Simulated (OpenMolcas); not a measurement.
Nb4+ (d1) in a complex was computed by SS-CASPT2, IPEA 0 Eh, imaginary shift 0.1 Eh with the d shell active (OpenMolcas, ANO-RCC-VTZP on the metal). Its lowest spin-free states, and all those of the highest spin:

| 2S+1 | Degeneracy | E (cm-1) |
| --- | --- | --- |
| 2 | 1 | 0 |
| 2 | 2 | 8210 |
| 2 | 1 | 18610 |
| 2 | 1 | 53540 |

Is the site octahedral, tetrahedral or cube-like, axial, or of lower symmetry?

The states with 2S+1 = 2 have orbital degeneracies 1, 2, 1, 1. There are pairs but no triples, so the site is axial: not cubic, but with a proper or improper axis of order three or more. The run had Nb4+ with 4 ligands (fluoride) in square-planar coordination (D4h) at 1.95 Å. Ligand basis ANO-RCC-VDZP.

The least metal-like active orbital is 76 % on the metal (Löwdin) and no ligand orbital is active, so the numbers are rough. Ligand-to-metal charge-transfer states are missing. The distance lies 5 % over the 1.86 Å that this model takes as the normal distance (a Shannon-type radius plus a fixed donor radius); by an R⁻⁵ law this alone changes a d-shell field by about -21 %. No measured value stands beside these numbers; the geometry is a model, was not optimised and need not be the one that this ion takes.
